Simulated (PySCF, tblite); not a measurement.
Isomers of C2H6O2SSi. Calculated harmonic vibrations of the isolated species, GFN2-xTB (tblite), most abundant isotopes, no scaling. Errors from tens to a few hundred cm⁻¹ against measured bands are possible. Modes of hydrogen on silicon and sulfur can be 10 to 20 % off. One conformer each.

Electronic energies: PBE0/pcSseg-1 single points on the GFN2-xTB geometries (PySCF, gas phase).

```tsv
SMILES	electronic energy, lowest = 0 (kcal/mol)
CS[SiH2]OC=O	15.9
S[SiH]1OCCO1	0.0
COC(=S)O[SiH3]	45.2
C[Si@@](O)(S)C=O	13.2
```

Q: How do GFN2-xTB zero-point energies change the relative energies?

A: 
| SMILES | ZPE (kcal/mol) | of it from modes above 1550 cm⁻¹ | electronic (kcal/mol) | with ZPE, lowest = 0 (kcal/mol) | lowest mode (cm⁻¹) | rings |
| --- | --- | --- | --- | --- | --- | --- |
| S[SiH]1OCCO1 | 51.1 | 23.8 | 0.0 | 0.0 | 43 | 1 |
| C[Si@@](O)(S)C=O | 48.4 | 28.2 | 13.2 | 10.4 | 46 | 0 |
| CS[SiH2]OC=O | 49.1 | 26.3 | 15.9 | 13.9 | 54 | 0 |
| COC(=S)O[SiH3] | 48.1 | 22.9 | 45.2 | 42.2 | 79 | 0 |

The zero-point energies span 3.0 kcal/mol, from `COC(=S)O[SiH3]` to `S[SiH]1OCCO1`. The order is unchanged.

Q: And how do the electronic energies of GFN2-xTB itself compare?

A: `S[SiH]1OCCO1` 0.0; `C[Si@@](O)(S)C=O` 62.1; `CS[SiH2]OC=O` 28.7; `COC(=S)O[SiH3]` 35.1 kcal/mol, lowest = 0. Against the energies above, taken from the same isomer `S[SiH]1OCCO1`, the largest difference is 48.9 kcal/mol.

Q: What do entropy and thermal enthalpy add at 298.15 K and 1 bar (rigid rotor, harmonic oscillator, one conformer each)?

A: 
```
          SMILES  point group  symmetry number  S (cal/(mol K))  H − H(0) (kcal/mol)  ZPE + H − H(0) − TS (kcal/mol)
    S[SiH]1OCCO1           C1                1             87.9                 5.36                            30.3
C[Si@@](O)(S)C=O           C1                1             98.3                 6.85                            25.9
    CS[SiH2]OC=O           Cs                1             94.0                 6.14                            27.2
```

Not tabulated: `COC(=S)O[SiH3]` (point group not settled).
